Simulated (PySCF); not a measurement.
A PySCF script (with the pyscf-properties extension) for the NMR shieldings of SMILES CC(=C)BN(C)C, C$_{5}$H$_{12}$BN, on a PBE0-D3(BJ)/def2-SVP geometry:

```python
import basis_set_exchange as bse
import numpy as np
from pyscf import gto, dft
from pyscf.prop import nmr

atoms = """
C     1.710029    1.685556   -0.036908
C     1.530452    0.354765   -0.068051
C     2.637715   -0.586784    0.318335
B     0.214678   -0.290883   -0.636258
N    -1.082485    0.016508   -0.213958
C    -2.246424   -0.584420   -0.822854
C    -1.413086    0.925210    0.858977
H     0.922993    2.382535   -0.342819
H     2.663026    2.134813    0.269282
H     3.550128   -0.054022    0.627971
H     2.893094   -1.254274   -0.521772
H     2.329805   -1.245273    1.148340
H     0.317788   -1.134322   -1.505913
H    -1.941227   -1.274828   -1.618625
H    -2.909461    0.184000   -1.260242
H    -2.841085   -1.144516   -0.078506
H    -2.045989    0.421887    1.611697
H    -0.501673    1.285937    1.349561
H    -1.979879    1.797629    0.486420
"""
names = dict.fromkeys(["C", "B", "N", "H"], "pcSseg-1")
basis = {el: gto.basis.parse(bse.get_basis(n, elements=[el], fmt="nwchem")) for el, n in names.items()}
mol = gto.M(atom=atoms, basis=basis, charge=0, verbose=0)
mf = dft.RKS(mol, xc="PBE0")
mf.grids.level = 2
mf.grids.alignment = dft.numint.BLKSIZE   # the property module wants whole blocks of grid points
mf.conv_tol = 1e-9
mf.kernel()

calc = nmr.RKS(mf)   # GIAO
C = mf.mo_coeff
Co = C[:, mf.mo_occ > 0]
resp = mf.gen_response(singlet=True, hermi=2)
def vind(x):   # induced exchange potential for any number of trial vectors
    d = np.einsum("pi,xij,qj->xpq", C, 2 * x.reshape(-1, C.shape[1], Co.shape[1]), Co, optimize=True)
    return np.einsum("xpq,pi,qj->xij", resp(d - d.transpose(0, 2, 1)), C, Co, optimize=True).ravel()
mo1, _ = nmr.rhf.solve_mo1(calc, with_cphf=vind)
sigma = calc.kernel(mo1)
for i, s in enumerate(sigma):   # ppm
    print("%2d %-2s %9.2f" % (i, mol.atom_pure_symbol(i), np.trace(s) / 3))
```

**Question.** What does it print?

**Answer.** 
```
 0 C      56.43
 1 C      25.11
 2 C     158.09
 3 B      61.96
 4 N     135.79
 5 C     137.05
 6 C     144.62
 7 H      26.15
 8 H      25.64
 9 H      29.57
10 H      29.16
11 H      29.55
12 H      26.36
13 H      27.88
14 H      28.50
15 H      28.53
16 H      28.98
17 H      27.31
18 H      28.84
```

These numbers come from an equivalent density-fitted implementation of the same equations, which agrees with the script to about 0.01 ppm for H and up to a few tenths of a ppm for heavy atoms, so last digits may differ.

Size and cost of the density-fitted run: 179 basis functions, 26 s wall time on 1 thread of an Arm Neoverse V2, shared host; peak memory 1 GiB.
